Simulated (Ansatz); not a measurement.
Name a neutral molecule of Cl, O, Si and H with HOMO–LUMO gap (PBE0/def2-TZVPP) between 5.85 and 6.15 eV and size of the dipole moment (ωB97M-V/def2-TZVPP) between 1.70 and 2.00 D (Ansatz, PBE0-D4/def2-TZVP geometry).

`Cl[SiH]1O[SiH2]1` (6.00 eV, 1.73 D). Other molecules can fit too; these were computed, each in one conformer that needn't be the lowest.
